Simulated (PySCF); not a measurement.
Species: C₆H₅ClFNS.
SMILES with atom numbers: `[CH3:1][S:2][c:3]1[cH:4][cH:5][n:6][c:7]([Cl:8])[c:9]1[F:10]`

NICS is the negative of the GIAO shielding at a point without a nucleus: at the ring centre (0) and 1 Å above and below it (1); zz is the component along the ring normal. Level: GIAO PBE0/pcSseg-1 (PySCF, non-relativistic, gas phase) on the GFN2-xTB geometry, one conformer.

Ring bond lengths (Å), with Mayer bond orders in brackets: C3–C4 1.395 (1.31), C4–C5 1.383 (1.42), C5–N6 1.321 (1.48), N6–C7 1.318 (1.48), C7–C9 1.390 (1.21), C9–C3 1.398 (1.28).

Problem. Give the NICS values of each ring in ppm.

Solution. 
```csv
ring,type,NICS(0),"NICS(1), two faces","NICS(1)zz, two faces",rms pucker (Å),"centre to ring atoms, mean (Å)"
C3–C4–C5–N6–C7–C9,6-membered ring with N; formal bonds all aromatic,-8.7,-10.3 / -10.3,-23.4 / -23.4,0.00,1.37
```

Problem. What do they say, and how far can they be read as aromaticity?

Solution. 
- C3–C4–C5–N6–C7–C9: mean NICS(1)zz -23.4 ppm, shielded. For a flat ring without four-coordinate atoms the NICS criterion counts such a value as aromatic.

Problem. What does the geometric index give? Use HOMA with the parameters of Krygowski (1993).

Solution. 
- C3–C4–C5–N6–C7–C9: HOMA 0.99; the largest term is that of C9–C3, α(R − Ropt)² = 0.02. The geometric and the magnetic index point the same way.

Problem. At the first NICS(1) probe listed for ring C3–C4–C5–N6–C7–C9, 1 Å off the ring, what do the in-plane components average?

Solution. The isotropic value is a third of the trace: (3 × -10.3 − (-23.4))/2 = -3.8 ppm.

Problem. What are the shieldings of the ring atoms and their hydrogens in the same run (means over atoms taken as equivalent)?

Solution. 
```
  atoms                          environment  σ isotropic (ppm)
     C3          substituted aromatic carbon               38.4
     C4                   aromatic CH carbon               66.5
     C5  aromatic CH next to a ring nitrogen               38.1
     N6               pyridine-type nitrogen              -72.2
     C7                 aromatic C–Cl carbon               37.3
     C9                  aromatic C–F carbon               26.6
H on C4                    aromatic hydrogen              25.04
H on C5                    aromatic hydrogen              23.41
```

The run took 31 s on one thread, x86-64 server (shared host). This is the whole shielding run at PBE0/pcSseg-1, SCF included.

The values belong to the conformer `[CH3:1][S:2][c:3]1[cH:4][cH:5][n:6][c:7]([Cl:8])[c:9]1[F:10]`: C1–S2–C3–C4 2°.
